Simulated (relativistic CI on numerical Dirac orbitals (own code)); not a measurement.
**Radial parameters of Zn4+**

Method of calculation: Dirac-Coulomb-Breit CI, separate exchange-only KLI orbitals for each configuration, a model potential for QED, valence Slater integrals scaled by 0.85, P86 correlation energy added to each configuration (own radial code, finite nucleus).

Slater integrals F^k, G^k are unscaled and averaged over j, outside the closed core [Ne]; ζ comes from projecting the Hamiltonian with its Breit term on Σ l·s of the shell.

- 3s2 3p6 3d8: F^2(3d,3d) = 124200, F^4(3d,3d) = 77821, ζ(3d) = 1173.6 cm⁻¹; <r>(3d) = 0.7675, <r^2>(3d) = 0.7317 (bohr units).
- 3s2 3p6 3d7 4s: F^2(3d,3d) = 129660, F^4(3d,3d) = 81473, ζ(3d) = 1263, G^2(3d,4s) = 13929 cm⁻¹; <r>(3d) = 0.7404, <r^2>(3d) = 0.6772, <r>(4s) = 1.817, <r^2>(4s) = 3.723 (bohr units).
- 3s2 3p6 3d7 4p: F^2(3d,3d) = 130020, F^4(3d,3d) = 81725, ζ(3d) = 1270.4, F^2(3d,4p) = 29406, G^1(3d,4p) = 10557, G^3(3d,4p) = 9735.2, ζ(4p) = 1917.9 cm⁻¹; <r>(3d) = 0.7387, <r^2>(3d) = 0.6733, <r>(4p) = 2.049, <r^2>(4p) = 4.745 (bohr units).

Task: Give the Racah parameters of the d shell in 3s2 3p6 3d8.

Result: B = F²/49 − 5F⁴/441 = 1652 cm⁻¹ and C = 35F⁴/441 = 6176 cm⁻¹; values fitted to spectra at such low charge are typically 15 to 30 % smaller.

Averages of the first 10 configurations, taken without configuration mixing, which lowers the lowest level and can move excited configurations by several eV; other configurations of the list can lie among them:

| Configuration | Parity | States | Average energy above the lowest level (eV) |
| --- | --- | --- | --- |
| 3s2 3p6 3d8 | even | 45 | 1.9 |
| 3s2 3p6 3d7 4s | even | 240 | 29.0 |
| 3s2 3p6 3d7 4p | odd | 720 | 39.6 |
| 3s2 3p5 3d9 | odd | 60 | 85.6 |
| 3s2 3p6 3d7 4d | even | 1200 | 54.5 |
| 3s2 3p6 3d7 5s | even | 240 | 58.0 |
| 3s2 3p6 3d7 5p | odd | 720 | 62.0 |
| 3s2 3p6 3d6 4s2 | even | 210 | 63.8 |
| 3s2 3p6 3d7 4f | odd | 1680 | 65.2 |
| 3s2 3p6 3d7 5d | even | 1200 | 68.0 |
